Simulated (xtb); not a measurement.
ClPb (SMILES [Cl][Pb]), doublet, geometry from GFN2-xTB (such geometries of metal compounds can be far from the true shape) (the spin is typed, not shown lowest); GFN2-xTB with ALPB(benzene) in xtb 6.7.1.

The xtb input:
```
$ xtb mol.xyz --gfn 2 --uhf 1 --alpb benzene --json

# file mol.xyz
2

Pb    -0.00000000    -0.00000000    -0.43472468
Cl     0.00000000     0.00000000     2.09690730
```

It wrote (shortened):

```
   ID    Z sym.   atoms
    1   82 Pb     1
    2   17 Cl     2

           -------------------------------------------------
          |                Calculation Setup                |
           -------------------------------------------------

           -------------------------------------------------
          |                 G F N 2 - x T B                 |
           -------------------------------------------------

      * Solvation model:               ALPB
        Solvent                        benzene
        Parameter file                 internal GFN2-xTB/ALPB
        Dielectric constant                7.0000E+00
        Reference state                gsolv [1 M gas/solution]
        Free energy shift                  4.6744E-03 Eh       2.9333E+00 kcal/mol
        Temperature                        2.9815E+02 K
        Density                            8.6700E-01 kg/L
        Solvent mass                       7.8110E+01 g/mol
        Interaction kernel             P16
        Born radius scaling (c1)           1.6914E+00
        Born radii integrator          GBOBC
        Born offset                        0.0000E+00 a0       0.0000E+00 AA
        H-bond correction              false
        Ion screening                  false
        Surface tension                    1.0000E-05 Eh       1.5569E+01 dyn/cm
        Grid points                               230 per atom

          ...................................................
          :                      SETUP                      :
          :.................................................:
          :  # basis functions                  14          :
          :  # atomic orbitals                  13          :
          :  # shells                            5          :
          :  # electrons                        11          :
          :  max. iterations                   250          :
          :  Hamiltonian                  GFN2-xTB          :
          :  restarted?                      false          :
          :  GBSA solvation                   true          :
          :  PC potential                    false          :
          :  electronic temp.          300.0000000     K    :
          :  accuracy                    1.0000000          :
          :  -> integral cutoff          0.2500000E+02      :
          :  -> integral neglect         0.1000000E-07      :
          :  -> SCF convergence          0.1000000E-05 Eh   :
          :  -> wf. convergence          0.1000000E-03 e    :
          :  Broyden damping             0.4000000          :
          :  net charge                          0          :
          :  unpaired electrons                  1          :
          ...................................................

 iter      E             dE          RMSdq      gap      omega  full diag
   1     -6.8590268 -0.685903E+01  0.126E+01    0.00       0.0  T
   2     -6.8643256 -0.529876E-02  0.459E+00    0.00       1.0  T
   3     -6.8651384 -0.812803E-03  0.650E-01    0.00       1.0  T
   4     -6.8651680 -0.296182E-04  0.342E-01    0.00       1.0  T
   5     -6.8651761 -0.808141E-05  0.110E-01    0.00       1.0  T
   6     -6.8651841 -0.805258E-05  0.472E-02    0.00       1.5  T
   7     -6.8651848 -0.665424E-06  0.158E-02    0.00       4.5  T
   8     -6.8651848 -0.438726E-07  0.959E-04    0.00      73.7  T
   9     -6.8651848 -0.220566E-09  0.893E-05    0.00     792.1  T

   *** convergence criteria satisfied after 9 iterations ***

         :::::::::::::::::::::::::::::::::::::::::::::::::::::
         ::                     SUMMARY                     ::
         :::::::::::::::::::::::::::::::::::::::::::::::::::::
         :: total energy              -6.864950190213 Eh    ::
         :: total w/o Gsasa/hb        -6.863902874966 Eh    ::
         :: gradient norm              0.007217225555 Eh/a0 ::
         :: HOMO-LUMO gap              0.000000000000 eV    ::
         ::.................................................::
         :: SCC energy                -6.865184828539 Eh    ::
         :: -> isotropic ES            0.042092433598 Eh    ::
         :: -> anisotropic ES         -0.000661953275 Eh    ::
         :: -> anisotropic XC          0.000008671603 Eh    ::
         :: -> dispersion             -0.000955394525 Eh    ::
         :: -> Gsolv                  -0.008162002055 Eh    ::
         ::    -> Gelec               -0.007114686807 Eh    ::
         ::    -> Gsasa               -0.005721763874 Eh    ::
         ::    -> Ghb                  0.000000000000 Eh    ::
         ::    -> Gshift               0.004674448626 Eh    ::
         :: repulsion energy           0.000234638325 Eh    ::
         :: add. restraining           0.000000000000 Eh    ::
         :: total charge              -0.000000000000 e     ::
         :::::::::::::::::::::::::::::::::::::::::::::::::::::

           -------------------------------------------------
          |                Property Printout                |
           -------------------------------------------------

    * Orbital Energies and Occupations

         #    Occupation            Energy/Eh            Energy/eV
      -------------------------------------------------------------
         1        2.0000           -1.0238398             -27.8601
         2        2.0000           -0.9002818             -24.4979
         3        2.0000           -0.4196483             -11.4192
         4        2.0000           -0.4071711             -11.0797
         5        2.0000           -0.4071711             -11.0797
         6        0.5000           -0.2838594              -7.7242 (HOMO)
         7        0.5000           -0.2838594              -7.7242 (LUMO)
         8                         -0.1336903              -3.6379
         9                          0.0687421               1.8706
        10                          0.0687421               1.8706
        11                          0.0691833               1.8826
        12                          0.0691833               1.8826
        13                          0.0778815               2.1193
      -------------------------------------------------------------
                  HL-Gap            0.0000000 Eh            0.0000 eV
             Fermi-level           -0.3146873 Eh           -8.5631 eV

     #   Z          covCN         q      C6AA      α(0)
     1  82 Pb       0.834     0.536   529.249    50.935
     2  17 Cl       0.834    -0.536   117.002    16.547

 Mol. C6AA /au·bohr⁶  :       1122.729025
 Mol. C8AA /au·bohr⁸  :     127395.903155
 Mol. α(0) /au        :         67.481968

Wiberg/Mayer (AO) data.
largest (>0.10) Wiberg bond orders for each atom

 ---------------------------------------------------------------------------
     #   Z sym  total        # sym  WBO       # sym  WBO       # sym  WBO
 ---------------------------------------------------------------------------
     1  82 Pb   0.769 --     2 Cl   0.769
     2  17 Cl   0.769 --     1 Pb   0.769
 ---------------------------------------------------------------------------

Topologies differ in total number of bonds
Writing topology from bond orders to xtbtopo.mol

molecular dipole:
                 x           y           z       tot (Debye)
 q only:        0.000       0.000      -2.566
   full:       -0.000       0.000      -2.616       6.649
molecular quadrupole (traceless):
                xx          xy          yy          xz          yz          zz
 q only:        4.030       0.000       4.030       0.000       0.000      -8.060
  q+dip:        3.544       0.000       3.544      -0.000       0.000      -7.088
   full:        3.050       0.000       3.050      -0.000       0.000      -6.099

           -------------------------------------------------
          | TOTAL ENERGY               -6.864950190213 Eh   |
          | GRADIENT NORM               0.007217225555 Eh/α |
          | HOMO-LUMO GAP               0.000000000000 eV   |
           -------------------------------------------------

normal termination of xtb
```
